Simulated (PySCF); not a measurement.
# Computed NMR parameters against published values

Cartesian coordinates in Å; atom numbers follow the order of the lines, from 1:
```xyz
19

C     2.6869   -0.5552    0.0471
O     1.5980    0.1735    0.5165
C     0.5742    0.3466   -0.4326
C    -0.2044   -0.9574   -0.7254
C    -1.6818   -0.5728   -0.6614
C    -1.7116    0.4895    0.4340
C    -0.4684    1.3266    0.1330
H     3.4497   -0.5700    0.8385
H     3.1303   -0.0960   -0.8598
H     2.4273   -1.6032   -0.2004
H     1.0211    0.7492   -1.3645
H     0.0826   -1.4410   -1.6709
H     0.0268   -1.6608    0.0919
H    -2.3419   -1.4314   -0.4649
H    -2.0047   -0.1302   -1.6198
H    -2.6401    1.0797    0.4502
H    -1.6130    0.0067    1.4208
H    -0.0506    1.8409    1.0097
H    -0.7037    2.0949   -0.6200
```

The experiment to reproduce: δ $^{17}$O O2 5.1 ppm (measured; liquid, neat, 295 K; 17O NMR survey of organic solvents and oxofluorinated compounds, PMC5915748).
δ $^{13}$C C3 82.2; C4/C7 31.4; C5/C6 23.1 ppm (measured; solution, not stated per compound (mostly CDCl3 or CCl4); Pretsch, Buehlmann, Badertscher, Structure Determination of Organic Compounds, 4th ed. (2009)).

[PySCF 2.14.0 with density-fitted response routines: structure optimised with PBE0-D3(BJ)/def2-SVP; GIAO PBE0/pcSseg-1 shieldings; single conformer; in vacuum; equivalent nuclei averaged; relativity neglected]

(1) How close does the calculation come?

(2) How far are the unscaled $^{13}$C shifts from the references?

Answers

(1) 
Reference values: measured (liquid, neat, 295 K; 17O NMR survey of organic solvents and oxofluorinated compounds, PMC5915748).
```tsv
atoms	quantity	reference	computed	computed, scaled
O2	δ $^{17}$O vs D2O (external)	5.1	–	14.9
```

Reference values: measured (solution, not stated per compound (mostly CDCl3 or CCl4); Pretsch, Buehlmann, Badertscher, Structure Determination of Organic Compounds, 4th ed. (2009)).
```
atoms    quantity  reference  computed  computed, scaled
   C3  δ $^{13}$C       82.2      82.5              79.1
C4/C7  δ $^{13}$C       31.4      36.5              34.6
C5/C6  δ $^{13}$C       23.1      28.9              27.3
```

Computed shifts are σ(ref) − σ with the named reference compound (TMS for H and C) calculated as an isolated molecule at the same level. The measured values may be among those fitted. Shieldings were converted by linear fits to measured shifts (mostly CDCl3, TMS scale, for H and C): $^{13}$C (scatter 1.9 ppm rms, 2.3 ppm with the 23 outliers that the fit left out); $^{17}$O (scatter 13.5 ppm rms, 14.3 ppm with the 1 outlier that the fit left out vs liquid water, solution or neat liquid). A few per cent of atoms miss by over 2 rms, more outside the fitted compound classes.

(2) Mean signed difference +3.73 ppm, mean absolute 3.73 ppm over 3 comparisons; the largest is +5.8 ppm at C5/C6 (sp3 CH2 in a ring).

4 of the 7 published NMR values on file for this molecule are compared.
